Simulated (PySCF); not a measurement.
C₂H₆BCl₃Se.
Bonds: C1–Se2, Se2–C3, Se2–B4, B4–Cl5, B4–Cl6, B4–Cl7. Hydrogens: H8, H9, H10 on C1; H11, H12, H13 on C3.

All values: wB97X-D/def2-SVPD (PySCF, non-relativistic), on one gas-phase PBE0-D3(BJ)/def2-SVP geometry that isn't relaxed in the solvent. The solvent is an IEF-PCM continuum (Bondi radii, 1.10 Å for H, scaled by 1.2), and excitations are vertical TDDFT with non-equilibrium linear response and a frozen core. The model holds no explicit solvent molecules, cavitation or dispersion. Spin–orbit coupling is left out although an atom past zinc is present.

```json
{"run": "gas", "E − E(gas) (kJ/mol)": "0.00", "HOMO (eV)": "-9.84", "HOMO–LUMO gap (eV)": "10.94", "dipole (D)": "6.21", "lowest singlet (eV)": "6.44", "static polarisability (au)": "107.2"}
{"run": "P", "E − E(gas) (kJ/mol)": "-33.70", "HOMO (eV)": "-9.76", "HOMO–LUMO gap (eV)": "11.28", "dipole (D)": "8.38", "lowest singlet (eV)": "6.68", "static polarisability (au)": "148.6"}
{"run": "Q", "E − E(gas) (kJ/mol)": "-25.06", "HOMO (eV)": "-9.77", "HOMO–LUMO gap (eV)": "11.21", "dipole (D)": "7.79", "lowest singlet (eV)": "6.62", "static polarisability (au)": "136.0"}
```

The runs were made in acetone and chloroform. Which run belongs to which solvent?

P = acetone, Q = chloroform. The dielectric constants are 4.711 (chloroform), 20.49 (acetone), and the energy falls further as ε rises. The optical constants n² used for the excitations are 2.09, 1.85 in the same order. In this model the ground state sees the solvent through ε alone.

How constant is the ratio of the lowering to (ε − 1)/(2ε + 1)?

```tsv
solvent	(ε − 1)/(2ε + 1)	E − E(gas) (kJ/mol)	ratio (kJ/mol)	polarisation term (kJ/mol)
chloroform	0.356	-25.06	-70.4	-29.81
acetone	0.464	-33.70	-72.6	-42.67
```

The ratio changes by +3.2 % in size from chloroform to acetone. The polarisation term is half the interaction of the solute with the induced surface charges.

Cost: about 60 s of CPU time on one thread; the machine was shared, so the figure is rough. This is the whole response run at wB97X-D/def2-SVPD in acetone, SCF included.

Conformer computed: `[CH3:1][Se+:2]([CH3:3])[B-:4]([Cl:5])([Cl:6])[Cl:7]`: C1–Se2–B4–Cl5 171°.

The pairwise dispersion term of wB97X-D wasn't added to the energies; at a given geometry it leaves orbitals and properties as they are.
